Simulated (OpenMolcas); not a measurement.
# Levels of Mn+ by method

| Property | Result |
| --- | --- |
| Program | OpenMolcas |
| Basis | ANO-RCC-VTZP [6s5p3d2f1g] |
| Scalar Hamiltonian | DKH2, point nucleus |
| Active space | 6 electrons in 6 orbitals (3d 4s) |
| State averaging | 2S+1 = 7 even, 1 root; 2S+1 = 5 even, 18 roots kept (CI in the orbitals of an earlier block); 2S+1 = 3 even, 9 roots kept (CI in the orbitals of an earlier block) |
| Spin-orbit coupling | state interaction with AMFI integrals over the reference wave functions, term energies averaged over their components |

Methods on the same reference wave functions:
A. CASSCF
B. SS-CASPT2, IPEA 0.25 Eh, imaginary shift 0.1 Eh (closed shells correlated: 3s 3p)
C. XMS-CASPT2, IPEA 0.25 Eh, imaginary shift 0.1 Eh (closed shells correlated: 3s 3p)

Energies in cm-1 above 3d5 4s 7S3, the measured ground level; measured values from NIST Handbook of Basic Atomic Spectroscopic Data.

```csv
Level,A,B,C,Measured
3d5 4s 7S3,0.0,0.0,0.0,0.0
3d5 4s 5S2,12276,9230,9440,9473
3d5 4s 5G4,33638,29730,29670,27584
3d5 4s 5G5,33638,29730,29670,27571
3d5 4s 5G3,33638,29730,29670,27588
3d5 4s 5G2,33638,29730,29670,27589
3d5 4s 5G6,33638,29730,29670,27547
```

Deviations, from unrounded energies. A percentage is the sum of absolute deviations over the sum of measured energies, with the sign that they share, or ± where signs differ.

```tsv
Against measurement	Levels	A	B	C
mean absolute deviation (cm-1)	6	5500	1800	1800
other terms of the ground configuration (%)	6	+22.5	±7.5	±7.1
```

B, C lie about equally close to measurement and A furthest from it. The largest miss of C in the table is 3d5 4s 5G6, by +2100 cm-1. The ranking rests on the paired levels alone, and a cruder setting can come out closer through cancelling errors.

Between B and C the level of the table that moves most is 3d5 4s 5S2, by 210 cm-1 (lowest in B, highest in C). Moves below CASPT2's spread within the term are not significant.

The mean deviations of B to C differ by less than CASPT2's widest spread within a term (980 cm-1), so their order carries little weight.

From A to B the spin-free energies of the other terms of 3d5 4s shown, above 7S, scale by factors of 0.75 to 0.88.

The lowest spin-free term lies below A's lowest term by 0.448 hartree in B, 0.448 hartree in C.

Term energies are means over components that CASPT2 splits; among the terms shown or strongly mixed into the levels shown the widest spread is 980 cm-1 (3d5 4s 5G, C). Terms from blocks run as CI alone lack orbitals of their own. No level of 3d6 was computed, though it lies in the active space. Without dynamic correlation excited terms often stand tens of per cent too high (terms of higher spin than the ground term too low), and those without a measured partner can miss by more than the paired ones (holds for A). Measured partners are found by configuration, term and J. A level has none where our copy of the source lacks it or the pairing is in doubt (some pairs that miss far off the trend of their configuration count as doubtful), and it then counts in no deviation. Levels of configurations outside the active space are missing. Levels that lie high or do not pair safely by name in every column are left out.
